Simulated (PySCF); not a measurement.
Simulated characterisation data

PySCF calculation with shielding tensors at PBE0/pcSseg-1 (GIAO), J couplings at B3LYP/pcJ-1 (spin–dipole term left out of most H,H and C,H couplings) and structure optimised with PBE0-D3(BJ)/def2-SVP; non-relativistic, no solvent, single conformer, fast rotation and ring inversion assumed for equivalent nuclei.

Scale: $^{1}$H (31.27 ppm) and $^{13}$C (184.41 ppm) vs TMS (reference shieldings calculated alike). Multiplet labels drop J under 1 Hz and among equivalent protons, and merge close values. Unscaled 3J(H,H) run several per cent high. One-bond C–F couplings are unscaled and too large by tens of Hz. Acid and N–H amide carbonyl carbons lie up to 10 ppm further downfield in solution (hydrogen bonding). Shifts are as computed. Against solution values, carbons near 30 ppm lie about +2 ppm off and those near 130 ppm about +5 ppm. Of 1211 compounds with measured shifts, 218 miss one by over three times the rms of a fit or turn the order of signals round; such compounds aren't used in these exercises. OH and NH positions are gas-phase values without hydrogen bonding to other molecules.

**1.** `O=C(O)C(F)(F)C(F)(F)F`, C3HF5O2. $^{1}$H NMR (600 MHz, computed): δ 6.33 (br s, 1H). $^{13}$C{$^{1}$H} NMR (computed): δ 163.8 (C, t, J = 32.5 Hz), 123.7 (C, qt, J = 356.2, 34.5 Hz), 109.5 (C, tq, J = 320.9, 42.8 Hz).

**2.** SMILES O=C=Nc1ccccc1F, C7H4FNO. $^{1}$H NMR (600 MHz, computed): δ 7.26 (m, 1H), 7.24 (m, 1H), 7.23 (m, 1H), 7.22 (m, 1H). $^{13}$C{$^{1}$H} NMR (computed): δ 165.8 (C, d, J = 313.7 Hz), 132.5 (C), 131.1 (CH, d, J = 4.4 Hz), 130.9 (CH, d, J = 2.1 Hz), 129.6 (CH), 127.6 (C, d, J = 12.6 Hz), 120.5 (CH, d, J = 18.0 Hz).
